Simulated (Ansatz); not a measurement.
Ansatz (a first-principles code) input for CH3FO3Si, SMILES O=CO[Si@@H](O)F, PBE-D3(BJ)/def2-SVP. 

Ansatz 0.2 input:
```yaml
crystal:
  periodic: [false, false, false]
  atoms:
    - {symbol: O, position_ang: [1.18982748, 1.61208180, 0.24265128]}
    - {symbol: C, position_ang: [1.51794008, 0.57862906, 0.76603846]}
    - {symbol: O, position_ang: [0.78742592, -0.53778664, 0.76488053]}
    - {symbol: Si, position_ang: [-0.71018927, -0.64341032, -0.04489829]}
    - {symbol: O, position_ang: [-1.50654678, 0.77783570, 0.02353768]}
    - {symbol: F, position_ang: [-0.33371912, -1.06029658, -1.55848975]}
    - {symbol: H, position_ang: [2.47098921, 0.43981514, 1.31530983]}
    - {symbol: H, position_ang: [-1.47311152, -1.72419795, 0.58458507]}
    - {symbol: H, position_ang: [-0.92504946, 1.54597539, -0.08969771]}
basis:
  gaussian:
    orbitals: def2-SVP
hamiltonian:
  xc: pbe
  dispersion: d3bj
relax: {f_tol: 0.002, max_steps: 200}
```

It prints:

```
WARN ansatz: RAYON_NUM_THREADS=2 ignored (pool sized by the plan → 2); use --threads N
Functional definition: PBE
integrals: 0.05 GiB planned
1105 factors; their error is unknown
mean field: 0.28 GiB planned
mean field evaluation 1: about -17791.1548 eV, gradient 7.7e1 eV
mean field evaluation 2: about -17760.4256 eV, gradient 1.5e2 eV
mean field evaluation 4: about -17800.8503 eV, gradient 1.5e1 eV
mean field evaluation 8: about -17801.2412 eV, gradient 9.4e-2 eV
mean field evaluation 16: about -17801.1793 eV, gradient 5.0e-5 eV
mean field -17801.17929919 eV, -654.1812731724 hartree, gradient 5.0e-5 eV, S^2 0.000000; 0 other end points of the search recorded, 0 dependent functions left out
the calculation of the forces begins
reference -17801.17932895 eV, -654.1812742661 hartree; 28, 28 occupied and 75, 75 virtual orbitals, 1105 factors
relax step   1: F+E_penalty+E_count = -17801.35774732 eV  Δ(F+E_penalty+E_count) = +0.000e0 eV  max|allowed force component| = 1.028e0 eV/Å  Δτ_max = 0.0000 Å  (27 SCF iters, accepted)
these checks for a lower state are left out or cut short: starts, cluster_reference, orbital_swaps, neighbouring_geometries, increment
integrals: 0.05 GiB planned
1105 factors; their error is unknown
mean field: 0.28 GiB planned
mean field -17801.20421732 eV, -654.1821888969 hartree, gradient 9.9e-6 eV, S^2 0.000000; 0 other end points of the search recorded, 0 dependent functions left out
the calculation of the forces begins
reference -17801.20424718 eV, -654.1821899943 hartree; 28, 28 occupied and 75, 75 virtual orbitals, 1105 factors
relax step   2: F+E_penalty+E_count = -17801.38196762 eV  Δ(F+E_penalty+E_count) = -2.422e-2 eV  max|allowed force component| = 3.271e-1 eV/Å  Δτ_max = 0.0231 Å  (30 SCF iters, accepted)
these checks for a lower state are left out or cut short: starts, cluster_reference, orbital_swaps, neighbouring_geometries, increment
integrals: 0.05 GiB planned
1105 factors; their error is unknown
mean field: 0.27 GiB planned
mean field -17801.20878686 eV, -654.1823568245 hartree, gradient 9.5e-6 eV, S^2 0.000000; 0 other end points of the search recorded, 0 dependent functions left out
the calculation of the forces begins
reference -17801.20881682 eV, -654.1823579253 hartree; 28, 28 occupied and 75, 75 virtual orbitals, 1105 factors
relax step   3: F+E_penalty+E_count = -17801.38620131 eV  Δ(F+E_penalty+E_count) = -4.234e-3 eV  max|allowed force component| = 3.067e-1 eV/Å  Δτ_max = 0.0263 Å  (30 SCF iters, accepted)
these checks for a lower state are left out or cut short: starts, cluster_reference, orbital_swaps, neighbouring_geometries, increment
integrals: 0.05 GiB planned
1105 factors; their error is unknown
mean field: 0.27 GiB planned
mean field evaluation 32: about -17801.2695 eV, gradient 1.0e0 eV
mean field -17801.21158228 eV, -654.1824595541 hartree, gradient 1.0e-5 eV, S^2 0.000000; 0 other end points of the search recorded, 0 dependent functions left out
the calculation of the forces begins
reference -17801.21161223 eV, -654.1824606547 hartree; 28, 28 occupied and 75, 75 virtual orbitals, 1105 factors
relax step   4: F+E_penalty+E_count = -17801.38922155 eV  Δ(F+E_penalty+E_count) = -3.020e-3 eV  max|allowed force component| = 2.247e-1 eV/Å  Δτ_max = 0.0226 Å  (30 SCF iters, accepted)
these checks for a lower state are left out or cut short: starts, cluster_reference, orbital_swaps, neighbouring_geometries, increment
integrals: 0.05 GiB planned
1105 factors; their error is unknown
mean field: 0.28 GiB planned
mean field -17801.21538238 eV, -654.1825992052 hartree, gradient 2.0e-5 eV, S^2 0.000000; 0 other end points of the search recorded, 0 dependent functions left out
the calculation of the forces begins
reference -17801.21541243 eV, -654.1826003098 hartree; 28, 28 occupied and 75, 75 virtual orbitals, 1105 factors
relax step   5: F+E_penalty+E_count = -17801.39325551 eV  Δ(F+E_penalty+E_count) = -4.034e-3 eV  max|allowed force component| = 1.447e-1 eV/Å  Δτ_max = 0.0617 Å  (30 SCF iters, accepted)
these checks for a lower state are left out or cut short: starts, cluster_reference, orbital_swaps, neighbouring_geometries, increment
integrals: 0.05 GiB planned
1105 factors; their error is unknown
mean field: 0.27 GiB planned
mean field -17801.21652074 eV, -654.1826410393 hartree, gradient 1.2e-5 eV, S^2 0.000000; 0 other end points of the search recorded, 0 dependent functions left out
the calculation of the forces begins
reference -17801.21655095 eV, -654.1826421493 hartree; 28, 28 occupied and 75, 75 virtual orbitals, 1105 factors
relax step   6: F+E_penalty+E_count = -17801.39427046 eV  Δ(F+E_penalty+E_count) = -1.015e-3 eV  max|allowed force component| = 1.533e-1 eV/Å  Δτ_max = 0.0489 Å  (29 SCF iters, accepted)
these checks for a lower state are left out or cut short: starts, cluster_reference, orbital_swaps, neighbouring_geometries, increment
integrals: 0.05 GiB planned
1105 factors; their error is unknown
mean field: 0.27 GiB planned
mean field -17801.21784102 eV, -654.1826895588 hartree, gradient 9.4e-6 eV, S^2 0.000000; 0 other end points of the search recorded, 0 dependent functions left out
the calculation of the forces begins
reference -17801.21787121 eV, -654.1826906680 hartree; 28, 28 occupied and 75, 75 virtual orbitals, 1105 factors
relax step   7: F+E_penalty+E_count = -17801.39581657 eV  Δ(F+E_penalty+E_count) = -1.546e-3 eV  max|allowed force component| = 5.196e-2 eV/Å  Δτ_max = 0.0111 Å  (32 SCF iters, accepted)
these checks for a lower state are left out or cut short: starts, cluster_reference, orbital_swaps, neighbouring_geometries, increment
integrals: 0.05 GiB planned
1105 factors; their error is unknown
mean field: 0.27 GiB planned
mean field evaluation 64: about -17801.2185 eV, gradient 3.7e-4 eV
mean field -17801.21845190 eV, -654.1827120080 hartree, gradient 1.0e-5 eV, S^2 0.000000; 0 other end points of the search recorded, 0 dependent functions left out
the calculation of the forces begins
reference -17801.21848219 eV, -654.1827131214 hartree; 28, 28 occupied and 75, 75 virtual orbitals, 1105 factors
relax step   8: F+E_penalty+E_count = -17801.39615853 eV  Δ(F+E_penalty+E_count) = -3.420e-4 eV  max|allowed force component| = 1.023e-1 eV/Å  Δτ_max = 0.0318 Å  (30 SCF iters, accepted)
these checks for a lower state are left out or cut short: starts, cluster_reference, orbital_swaps, neighbouring_geometries, increment
integrals: 0.05 GiB planned
1105 factors; their error is unknown
mean field: 0.27 GiB planned
mean field -17801.21891323 eV, -654.1827289616 hartree, gradient 1.1e-5 eV, S^2 0.000000; 0 other end points of the search recorded, 0 dependent functions left out
the calculation of the forces begins
reference -17801.21894353 eV, -654.1827300751 hartree; 28, 28 occupied and 75, 75 virtual orbitals, 1105 factors
relax step   9: F+E_penalty+E_count = -17801.39662313 eV  Δ(F+E_penalty+E_count) = -4.646e-4 eV  max|allowed force component| = 2.797e-2 eV/Å  Δτ_max = 0.0095 Å  (30 SCF iters, accepted)
these checks for a lower state are left out or cut short: starts, cluster_reference, orbital_swaps, neighbouring_geometries, increment
integrals: 0.05 GiB planned
1105 factors; their error is unknown
mean field: 0.28 GiB planned
mean field -17801.21900579 eV, -654.1827323631 hartree, gradient 1.1e-5 eV, S^2 0.000000; 0 other end points of the search recorded, 0 dependent functions left out
the calculation of the forces begins
reference -17801.21903609 eV, -654.1827334767 hartree; 28, 28 occupied and 75, 75 virtual orbitals, 1105 factors
relax step  10: F+E_penalty+E_count = -17801.39668529 eV  Δ(F+E_penalty+E_count) = -6.216e-5 eV  max|allowed force component| = 2.965e-2 eV/Å  Δτ_max = 0.0069 Å  (31 SCF iters, accepted)
these checks for a lower state are left out or cut short: starts, cluster_reference, orbital_swaps, neighbouring_geometries, increment
integrals: 0.05 GiB planned
1105 factors; their error is unknown
mean field: 0.27 GiB planned
mean field -17801.21897400 eV, -654.1827311949 hartree, gradient 1.1e-5 eV, S^2 0.000000; 0 other end points of the search recorded, 0 dependent functions left out
the calculation of the forces begins
reference -17801.21900432 eV, -654.1827323093 hartree; 28, 28 occupied and 75, 75 virtual orbitals, 1105 factors
relax step  11: F+E_penalty+E_count = -17801.39655881 eV  Δ(F+E_penalty+E_count) = +1.265e-4 eV  max|allowed force component| = 7.910e-2 eV/Å  Δτ_max = 0.0099 Å  (30 SCF iters, rejected (line search))
these checks for a lower state are left out or cut short: starts, cluster_reference, orbital_swaps, neighbouring_geometries, increment
integrals: 0.05 GiB planned
1105 factors; their error is unknown
mean field: 0.28 GiB planned
mean field -17801.21910781 eV, -654.1827361122 hartree, gradient 1.1e-5 eV, S^2 0.000000; 0 other end points of the search recorded, 0 dependent functions left out
the calculation of the forces begins
reference -17801.21913811 eV, -654.1827372260 hartree; 28, 28 occupied and 75, 75 virtual orbitals, 1105 factors
relax step  12: F+E_penalty+E_count = -17801.39675443 eV  Δ(F+E_penalty+E_count) = -6.915e-5 eV  max|allowed force component| = 1.431e-2 eV/Å  Δτ_max = 0.0049 Å  (31 SCF iters, accepted)
these checks for a lower state are left out or cut short: starts, cluster_reference, orbital_swaps, neighbouring_geometries, increment
integrals: 0.05 GiB planned
1105 factors; their error is unknown
mean field: 0.27 GiB planned
mean field evaluation 96: about -17801.2787 eV, gradient 6.5e-4 eV
mean field -17801.21914942 eV, -654.1827376414 hartree, gradient 1.1e-5 eV, S^2 0.000000; 0 other end points of the search recorded, 0 dependent functions left out
the calculation of the forces begins
reference -17801.21917973 eV, -654.1827387554 hartree; 28, 28 occupied and 75, 75 virtual orbitals, 1105 factors
relax step  13: F+E_penalty+E_count = -17801.39678053 eV  Δ(F+E_penalty+E_count) = -2.609e-5 eV  max|allowed force component| = 3.472e-3 eV/Å  Δτ_max = 0.0060 Å  (31 SCF iters, accepted)
these checks for a lower state are left out or cut short: starts, cluster_reference, orbital_swaps, neighbouring_geometries, increment
integrals: 0.05 GiB planned
1105 factors; their error is unknown
mean field: 0.27 GiB planned
mean field -17801.21915376 eV, -654.1827378009 hartree, gradient 1.5e-5 eV, S^2 0.000000; 0 other end points of the search recorded, 0 dependent functions left out
the calculation of the forces begins
reference -17801.21918407 eV, -654.1827389148 hartree; 28, 28 occupied and 75, 75 virtual orbitals, 1105 factors
relax step  14: F+E_penalty+E_count = -17801.39678560 eV  Δ(F+E_penalty+E_count) = -5.076e-6 eV  max|allowed force component| = 2.782e-3 eV/Å  Δτ_max = 0.0031 Å  (24 SCF iters, accepted)
these checks for a lower state are left out or cut short: starts, cluster_reference, orbital_swaps, neighbouring_geometries, increment
integrals: 0.05 GiB planned
1105 factors; their error is unknown
mean field: 0.27 GiB planned
mean field -17801.21916309 eV, -654.1827381439 hartree, gradient 1.9e-5 eV, S^2 0.000000; 0 other end points of the search recorded, 0 dependent functions left out
the calculation of the forces begins
reference -17801.21919340 eV, -654.1827392579 hartree; 28, 28 occupied and 75, 75 virtual orbitals, 1105 factors
relax step  15: F+E_penalty+E_count = -17801.39678646 eV  Δ(F+E_penalty+E_count) = -8.537e-7 eV  max|allowed force component| = 2.846e-3 eV/Å  Δτ_max = 0.0020 Å  (24 SCF iters, accepted)
these checks for a lower state are left out or cut short: starts, cluster_reference, orbital_swaps, neighbouring_geometries, increment
integrals: 0.05 GiB planned
1105 factors; their error is unknown
mean field: 0.27 GiB planned
mean field -17801.21916123 eV, -654.1827380755 hartree, gradient 2.2e-5 eV, S^2 0.000000; 0 other end points of the search recorded, 0 dependent functions left out
the calculation of the forces begins
reference -17801.21919154 eV, -654.1827391895 hartree; 28, 28 occupied and 75, 75 virtual orbitals, 1105 factors
relax step  16: F+E_penalty+E_count = -17801.39678649 eV  Δ(F+E_penalty+E_count) = -2.910e-8 eV  max|allowed force component| = 1.518e-3 eV/Å  Δτ_max = 0.0003 Å  (20 SCF iters, accepted)
integrals: 0.05 GiB planned
1105 factors; their error is unknown
mean field: 0.27 GiB planned
mean field evaluation 128: about -17801.2822 eV, gradient 1.2e-1 eV
mean field -17801.21916123 eV, -654.1827380755 hartree, gradient 2.2e-5 eV, S^2 0.000000; 1 other end points of the search recorded, 0 dependent functions left out
the calculation of the forces begins
reference -17801.21919154 eV, -654.1827391895 hartree; 28, 28 occupied and 75, 75 virtual orbitals, 1105 factors
Total energy: -17801.39681680 eV, -654.1892667972 hartree
Atom 0 at     1.102527     1.700285     0.400831 Å, force    -0.000337    -0.000052     0.000557 eV/Å
Atom 1 at     1.494330     0.611840     0.782445 Å, force     0.001285     0.000371    -0.000973 eV/Å
Atom 2 at     0.823581    -0.544881     0.674176 Å, force    -0.000939    -0.000224     0.000111 eV/Å
Atom 3 at    -0.729083    -0.659892    -0.081331 Å, force     0.000434    -0.000092    -0.000760 eV/Å
Atom 4 at    -1.471615     0.804740    -0.059802 Å, force     0.001518     0.001276     0.000262 eV/Å
Atom 5 at    -0.407261    -1.187464    -1.585341 Å, force    -0.000061     0.000203     0.000577 eV/Å
Atom 6 at     2.482667     0.453322     1.281448 Å, force    -0.000365    -0.000020     0.000268 eV/Å
Atom 7 at    -1.492184    -1.705358     0.634759 Å, force    -0.000155    -0.000316     0.000255 eV/Å
Atom 8 at    -0.785396     1.516055    -0.043267 Å, force    -0.001379    -0.001146    -0.000297 eV/Å
Dipole moment:     0.190288    -0.147038     0.286552 e Å
```

The calculation finished and met its thresholds.
